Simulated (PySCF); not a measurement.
BH₃, SMILES B. Geometry optimised at PBE0-D3(BJ)/def2-TZVPD. The isomer is the one that the SMILES or the coordinates give; other isomers of the formula were not compared.

Computed equilibrium geometry at PBE0-D3(BJ)/def2-TZVPD (PySCF confirms it by a frequency run) as bond lengths and angles, and its point group:
point group D3h.
Atoms: B1 H2 H3 H4. Bonded distances (Å): B1–H2 1.193, B1–H3 1.193, B1–H4 1.193. Angles (°): H2–B1–H3 120.0, H2–B1–H4 120.0, H3–B1–H4 120.0.
Charge 0, spin multiplicity 1.
